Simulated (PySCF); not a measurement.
## Lu(OH)3(NH3) at several levels of theory

Computed with PySCF 2.14.0 (density fitting, no spin-orbit coupling) at the geometry relaxed with PBE0:

```xyz
11
Lu(OH)3(NH3) (singlet in the valence; each metal's 4f electrons, 14 of them, lie in its core potential, out of spins and levels)
Lu    0.1411   -0.1914    0.2389
O     1.1386    1.2878    1.1768
H     1.6633    1.9095    1.6742
O    -1.3853   -1.0808    1.2090
H    -2.0274   -1.5454    1.7399
O     1.0840   -1.2101   -1.2235
H     1.5866   -1.7384   -1.8379
N    -1.2019    1.2260   -1.2065
H    -1.7921    1.8616   -0.6689
H    -0.6188    1.7990   -1.8173
H    -1.8178    0.6757   -1.8058
```

```json
{"level": "PBE0", "basis": "Lu lcecp-1-SVP with ECP60, O def2-SVP, H def2-SVP, N def2-SVP", "state": "singlet", "HOMO (eV)": "-7.00", "gap (eV)": "6.93", "charge on Lu1 (e)": "0.82", "population of f-type functions on Lu1 (polarisation alone where 4f lies in the core)": "0.08", "dipole about the centre of mass (D)": "4.19", "largest force component (eV/Å)": "0.02"}
{"level": "PBE0", "basis": "Lu lcecp-1-TZVP with ECP60, O def2-TZVP, H def2-TZVP, N def2-TZVP", "state": "singlet", "HOMO (eV)": "-7.25", "gap (eV)": "6.90", "charge on Lu1 (e)": "1.53", "population of f-type functions on Lu1 (polarisation alone where 4f lies in the core)": "0.08", "dipole about the centre of mass (D)": "4.20", "largest force component (eV/Å)": "0.22"}
```

In the lcecp rows the 4f levels are missing from HOMO and gap, and the state counts the valence alone.

Charges are Mulliken's, which hang on the basis. The relaxation used the grid (50, 194), these runs (75, 302) or, all-electron (x2c bases, spin-free X2C Hamiltonian), (99, 590).

Q: A further run in the first row's basis gives HOMO (eV) -5.32, gap (eV) 4.50, charge on Lu1 (e) 0.57, population of f-type functions on Lu1 (polarisation alone where 4f lies in the core) 0.08, dipole about the centre of mass (D) 4.15, largest force component (eV/Å) 0.38. Which level was it?
A. PBE
B. CAM-B3LYP

A: A. The others give HOMO -8.45 eV (CAM-B3LYP).

In the first row's basis the gap widens with exact exchange: 4.5 eV for PBE (none); 6.9 eV for PBE0 (a fixed share); 9.1 eV for CAM-B3LYP (rising or full at long range).

No frequency check is given that shows the relaxed geometry to be a minimum. An lcecp potential fixes the number of 4f electrons, so in runs with it no electron can move into or out of that shell.
